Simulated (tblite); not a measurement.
Compound: C10H14.
Geometry (GFN2-xTB, Å), atoms numbered from 1 in this order:
```
atom  x, y, z in Å
C1     2.1920   -0.3906    2.5793
C2     1.4021   -0.4021    1.6803
C3     0.4679   -0.4160    0.5678
C4     0.9249   -1.4610   -0.4643
C5    -0.1948   -1.9811   -1.3154
C6    -1.2755   -1.3230   -1.7049
C7    -1.5969    0.1204   -1.4508
C8    -0.3558    1.0119   -1.3777
C9     0.3554    1.0026   -0.0196
C10   -0.3488    1.9200    0.9789
H11    2.8736   -0.3831    3.3768
H12   -0.5102   -0.7238    0.9558
H13    1.7156   -1.0358   -1.0908
H14    1.3672   -2.3061    0.0709
H15   -0.0889   -3.0169   -1.6127
H16   -2.0165   -1.8539   -2.2893
H17   -2.2322    0.4708   -2.2685
H18   -2.1873    0.2174   -0.5347
H19    0.3353    0.6955   -2.1611
H20   -0.6435    2.0425   -1.5993
H21    1.3728    1.3847   -0.1699
H22    0.1499    1.8752    1.9446
H23   -0.3318    2.9502    0.6301
H24   -1.3863    1.6220    1.1157
```

All values are computed: GFN2-xTB (tblite) harmonic vibrations without scaling, gas phase. Against measured fundamentals such values can be off by several per cent, at times by over 20. One conformer, not necessarily the lowest.

Harmonic wavenumbers (cm⁻¹): 76.9, 117.9, 133.9, 204.7, 208.9, 239.7, 280.6, 310.2, 357.3, 379.4, 441.4, 465.5, 494.9, 553.3, 652.8, 655.9, 664.5, 747.3, 821.8, 881.1, 915.4, 922.1, 935.5, 965.6, 986.0, 1016.2, 1030.9, 1064.1, 1101.6, 1111.7, 1115.4, 1156.7, 1176.3, 1210.9, 1222.3, 1254.0, 1266.1, 1268.8, 1321.8, 1334.2, 1343.5, 1348.1, 1362.0, 1372.4, 1414.9, 1472.7, 1480.1, 1494.8, 1502.3, 1508.5, 1736.3, 2290.0, 2911.0, 2917.7, 2934.3, 2937.0, 2962.2, 2968.4, 2974.0, 2989.4, 3026.7, 3031.7, 3038.8, 3040.0, 3055.9, 3393.8.

A = 2013, B = 1144, C = 806.2 MHz; mass 134.110 u (most abundant isotopes); point group C1, symmetry number 1.

What is the zero-point energy?

½Σν̃ = 45785 cm⁻¹ = 130.91 kcal/mol.

What is S at 500 K and 1 bar for an ideal gas of classical rigid rotors and harmonic oscillators?

Translation 43.19, rotation 31.08, vibration 50.64: S = 124.9 cal/(mol K).

And Cp and H(500 K) − H(0)?

Cp = 66.58 cal/(mol K), of which vibrations give 58.63 (their classical limit is 66 R = 131.2); H(500 K) − H(0) = 18.10 kcal/mol without the zero-point energy, 14.13 from vibrations.

What must be added to the electronic energy to get the Gibbs energy at 500 K and 1 bar?

ZPE + [H(500 K) − H(0)] − T·S = 130.91 + 18.10 − 62.45 = 86.56 kcal/mol.

Which modes carry the vibrational entropy at 500 K?

76.9 cm⁻¹: 4.99; 117.9 cm⁻¹: 4.14; 133.9 cm⁻¹: 3.89; 204.7 cm⁻¹: 3.07; 208.9 cm⁻¹: 3.03; 239.7 cm⁻¹: 2.76 cal/(mol K); the other 60 give 28.75 together.

Blend soft modes into free rotors: weight 1/[1 + (100 cm⁻¹/ν̃)⁴] for the oscillator and the rest for a rotor with moment μB/(μ + B), μ = h/(8π²ν), B = 10⁻⁴⁴ kg m². What vibrational entropy results?

49.07 cal/(mol K) in place of 50.64, which changes −T·S at 500 K by +0.78 kcal/mol.

How do the functions run with temperature in this model?

```tsv
T (K)	S (cal/(mol K))	Cp (cal/(mol K))	H − H(0) (kcal/mol)	G − H(0) (kcal/mol)	ln q(vib)
100	67.1	17.6	1.17	-5.54	0.94
200	83.0	29.6	3.54	-13.07	3.18
300	97.4	42.3	7.12	-22.10	5.73
800	161.9	90.8	42.03	-87.53	19.80
1000	183.4	101.5	61.32	-122.10	25.30
```

q(vib) and H(0) count from the zero-point level.

Hindered rotation and anharmonicity are outside this model. Other conformers, if any are populated, would add a mixing term that is left out. The structure is chiral; the term R ln 2 for an equal mix with its mirror image is left out.

On an Intel Xeon 6975P-C with one thread (shared host), this took 0.89 s of wall time. This covers the Hessian and the dipole derivatives.
